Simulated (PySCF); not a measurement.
**Atomic charges by several schemes**

Species: C2H11OPSi3.
Z-matrix (Å and degrees, GFN2-xTB geometry), rows numbered from 1:
```
Si
C   1  1.8826
C   2  1.3358  1  120.26
Si  3  1.8892  2  124.70  1   178.83
O   3  1.3668  2  115.92  1     0.24
Si  5  1.6117  3  134.27  2  -165.36
P   6  2.2296  5  100.11  3   177.43
H   1  1.4645  2  109.87  3   -60.31
H   1  1.4638  2  109.79  3    61.35
H   1  1.4675  2  107.13  3  -179.19
H   2  1.0786  1  121.54  3   179.92
H   4  1.4606  3  106.85  2     4.07
H   4  1.4637  3  109.49  2   124.54
H   4  1.4645  3  109.33  2  -115.65
H   6  1.4674  5  111.86  3    61.09
H   6  1.4694  5  111.38  3   -59.58
H   7  1.3839  6   95.78  5    89.20
H   7  1.3828  6   93.67  5  -177.98
```

Density: PBE0/pcSseg-1 (PySCF); schemes: Mulliken, IAO, Hirshfeld and ESP-fitted. Geometry: GFN2-xTB, one conformer, isolated molecule.

Question: Which atoms carry the highest charge in the Mulliken, IAO, Hirshfeld and ESP-fitted schemes?

Answer: All schemes agree: Mulliken Si6 (+0.640); IAO Si6 (+0.827); Hirshfeld Si6 (+0.345); ESP-fitted Si6 (+0.425).

Question: For which atoms does the sign change between the 4 schemes (beyond +0.03 e in one, beyond −0.03 e in another)?

Answer: For none.

Question: At which atom do the 4 schemes differ most?

Answer: At O5: from -0.602 (Mulliken) to -0.043 e (ESP-fitted), 0.559 e apart.

Question: What partial charge does each atom carry?

Answer: In e:

| atom | environment | Mulliken | IAO | Hirshfeld | ESP-fitted |
| --- | --- | --- | --- | --- | --- |
| Si1 | SiH3 silicon | +0.562 | +0.604 | +0.293 | +0.316 |
| C2 | alkene CH carbon | -0.441 | -0.471 | -0.168 | -0.282 |
| C3 | vinylic carbon bearing oxygen | -0.033 | -0.042 | -0.011 | -0.156 |
| Si4 | SiH3 silicon | +0.500 | +0.573 | +0.310 | +0.355 |
| O5 | silyl ether oxygen | -0.602 | -0.591 | -0.182 | -0.043 |
| Si6 | oxygen-bound silicon | +0.640 | +0.827 | +0.345 | +0.425 |
| P7 | three-coordinate phosphorus | -0.220 | -0.086 | -0.007 | -0.364 |
| H8 | Si–H hydrogen | -0.084 | -0.116 | -0.079 | -0.074 |
| H9 | Si–H hydrogen | -0.078 | -0.113 | -0.077 | -0.084 |
| H10 | Si–H hydrogen | -0.107 | -0.125 | -0.083 | -0.086 |
| H11 | vinylic hydrogen | +0.124 | +0.160 | +0.043 | +0.159 |
| H12 | Si–H hydrogen | -0.080 | -0.102 | -0.065 | -0.066 |
| H13 | Si–H hydrogen | -0.071 | -0.112 | -0.070 | -0.082 |
| H14 | Si–H hydrogen | -0.059 | -0.111 | -0.072 | -0.071 |
| H15 | Si–H hydrogen | -0.080 | -0.141 | -0.082 | -0.070 |
| H16 | Si–H hydrogen | -0.081 | -0.145 | -0.081 | -0.123 |
| H17 | P–H hydrogen | +0.061 | +0.001 | -0.005 | +0.120 |
| H18 | P–H hydrogen | +0.049 | -0.007 | -0.010 | +0.124 |

Mean size of the charges over all atoms: IAO 0.241 e, Mulliken 0.215 e, ESP-fitted 0.167 e, Hirshfeld 0.110 e. Each set sums to the total charge, 0, to within 0.001 e. The ESP scheme fits charges at the nuclei, held to the total charge, to the electrostatic potential on points at 1.4 to 2.0 times the van der Waals radii. The Mulliken scheme gives each basis function's population to the atom it is centred on and halves the overlap population of two atoms between them.

Question: How many electrons does the Hirshfeld scheme count on Si4?

Answer: Z − q = 14 − (+0.310) = 13.690.

Question: Sum the charges by element, for elements with more than one atom.

Answer: 
```
element  atoms  Mulliken     IAO  Hirshfeld  ESP-fitted
     Si      3    +1.702  +2.004     +0.948      +1.097
      C      2    -0.474  -0.514     -0.179      -0.438
      H     11    -0.406  -0.813     -0.579      -0.252
```

These values come from a run that also computed NMR shieldings. Hardware: an Arm Neoverse N1 with one thread (shared host). Cost: 71 s, 0.90 GiB resident at most.
